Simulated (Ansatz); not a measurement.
Isolated molecules relaxed with PBE0-D4/def2-TZVP in Ansatz; ΔE leaves out vibrations. CBS: MP2 limit from def2 TZ/QZ plus the TZ coupled-cluster correction, frozen cores. This one scheme is used for every species. DFT in def2-TZVPP. Elements past krypton have def2 core potentials. For Te outer-core shells are correlated without core-valence functions, which leaves a few kJ/mol of doubt a bond. One conformer a species, not always the lowest.

`O=C[Te][SiH3]` + `C=C` → `C=C[Te][SiH3]` + `C=O`  (formal exchange of groups at a Te–C bond)

`O=C[Te][SiH3]`:

```xyz
8

O    -2.453    0.901   -1.636
C    -1.526    0.633   -0.948
Te   -0.245   -1.074   -1.287
Si    1.169   -0.523    0.689
H    -1.218    1.224   -0.062
H     0.561    0.710    1.261
H     2.572   -0.257    0.290
H     1.141   -1.614    1.693
```

`C=C`:

```xyz
6

C     0.344    0.171    0.539
C    -0.344   -0.171   -0.539
H     0.731    1.175    0.673
H     0.548   -0.539    1.333
H    -0.731   -1.175   -0.673
H    -0.548    0.539   -1.333
```

`C=C[Te][SiH3]`:

Cartesian coordinates in Å:
```
C -1.469 0.875 1.606
C -1.089 0.247 0.504
Te -0.056 1.194 -1.065
Si 1.571 -0.672 -1.329
H -2.062 0.361 2.358
H -1.213 1.909 1.805
H -1.354 -0.790 0.325
H 2.536 -0.738 -0.201
H 0.834 -1.960 -1.406
H 2.302 -0.426 -2.597
```

`C=O`:

```xyz
4

C    -0.005    0.000    0.001
O     1.136   -0.021   -0.355
H    -0.613   -0.923    0.081
H    -0.519    0.944    0.273
```

| level | ΔE (kcal/mol) |
| --- | --- |
| B2PLYP | 9.3 |
| SCS-MP2/def2-TZVPP | 5.9 |

What does CCSD(T)/CBS give? (An estimate is asked.)

Ansatz gave: +7.4 kcal/mol. The listed levels differ from it by 1.9, -1.5 kcal/mol.

Largest T1 diagnostic among the species: 0.016.

From PBE to PBE0 (25 % exact exchange), in def2-TZVPP and without D4, ΔE moves by −2.7 kcal/mol. The D4 term adds −0.8 kcal/mol with B3LYP and −0.5 kcal/mol with PBE0; it sums over pairs of atoms, weighted by their polarisabilities, and B3LYP, whose exchange is more repulsive, gets the larger term. In def2-TZVPP, CCSD(T) changes the Hartree–Fock value by +2.1 kcal/mol (the triples alone add +1.0 kcal/mol) and MP2 by +1.7 kcal/mol.

B3LYP here is the variant with VWN-RPA as its local correlation; programs differ in this.
